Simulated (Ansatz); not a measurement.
Reaction (formal exchange of groups at the Si–C bond): `C[SiH](S)CF` + `C=C[SiH2]Cl` → `C[SiH](S)[SiH2]Cl` + `C=CCF`

Gas-phase electronic energies from Ansatz, PBE0-D4/def2-TZVP geometries. CBS: MP2 limit from def2 TZ/QZ plus the TZ coupled-cluster correction, frozen cores. This one scheme is used for every species. Functionals use def2-TZVPP. B3LYP here is the variant with VWN-RPA as its local correlation; programs differ in this. One conformer a species, not always the lowest.

```json
{"level": "PBE-D4", "ΔE (kJ/mol)": "-2.7", "difference from CCSD(T)/CBS": "-14.1"}
{"level": "r2SCAN-D4", "ΔE (kJ/mol)": "5.7", "difference from CCSD(T)/CBS": "-5.7"}
{"level": "PBE0-D4", "ΔE (kJ/mol)": "-1.3", "difference from CCSD(T)/CBS": "-12.7"}
{"level": "B3LYP-D4", "ΔE (kJ/mol)": "7.8", "difference from CCSD(T)/CBS": "-3.6"}
{"level": "ωB97X-V", "ΔE (kJ/mol)": "8.3", "difference from CCSD(T)/CBS": "-3.1"}
{"level": "ωB97M-V", "ΔE (kJ/mol)": "15.3", "difference from CCSD(T)/CBS": "3.9"}
{"level": "PBE", "ΔE (kJ/mol)": "-0.1", "difference from CCSD(T)/CBS": "-11.5"}
{"level": "r2SCAN", "ΔE (kJ/mol)": "6.4", "difference from CCSD(T)/CBS": "-5.0"}
{"level": "PBE0", "ΔE (kJ/mol)": "1.2", "difference from CCSD(T)/CBS": "-10.2"}
{"level": "B3LYP", "ΔE (kJ/mol)": "12.1", "difference from CCSD(T)/CBS": "0.7"}
{"level": "HF/def2-TZVPP", "ΔE (kJ/mol)": "17.2", "difference from CCSD(T)/CBS": "5.8"}
{"level": "CCSD/def2-TZVPP", "ΔE (kJ/mol)": "12.2", "difference from CCSD(T)/CBS": "0.8"}
{"level": "CCSD(T)/def2-TZVPP", "ΔE (kJ/mol)": "11.3", "difference from CCSD(T)/CBS": "-0.1"}
{"level": "HF/def2-QZVPP", "ΔE (kJ/mol)": "18.3", "difference from CCSD(T)/CBS": "6.9"}
{"level": "MP2/CBS(def2)", "ΔE (kJ/mol)": "15.6", "difference from CCSD(T)/CBS": "4.2"}
{"level": "CCSD/CBS(def2)", "ΔE (kJ/mol)": "12.3", "difference from CCSD(T)/CBS": "0.9"}
{"level": "CCSD(T)/CBS", "ΔE (kJ/mol)": "11.4", "difference from CCSD(T)/CBS": "0"}
```

Largest T1 diagnostic among the species: 0.011.

The D4 term adds −4.3 kJ/mol with B3LYP and −2.6 kJ/mol with PBE0; it sums over pairs of atoms, weighted by their polarisabilities, and B3LYP, whose exchange is more repulsive, gets the larger term.
